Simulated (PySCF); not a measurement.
A calculated (PBE0, PySCF 2.14, aug-cc-pVTZ, no relativity, point nucleus) atom or ion has these occupied shells.

```tsv
shell	electrons	orbital energy (eV)	rms radius, mean of both spins (bohr)
1s α	1	-5904.3	0.0743
1s β	1	-5904.2	0.0743
2s α	1	-702.99	0.321
2s β	1	-701.38	0.321
2p α	3	-600.95	0.289
2p β	3	-599.60	0.289
3s α	1	-107.49	0.961
3s β	1	-103.22	0.961
3p α	3	-78.154	1.02
3p β	3	-73.629	1.02
3d α	3	-33.082	1.25
4s α	1	-22.008	2.85
```

Problem. Name the element and its charge.

Solution. Cr²⁺ (chromium, charge +2), in [Ar] 3d3 4s1, high-spin 5F determinant (an excited configuration).
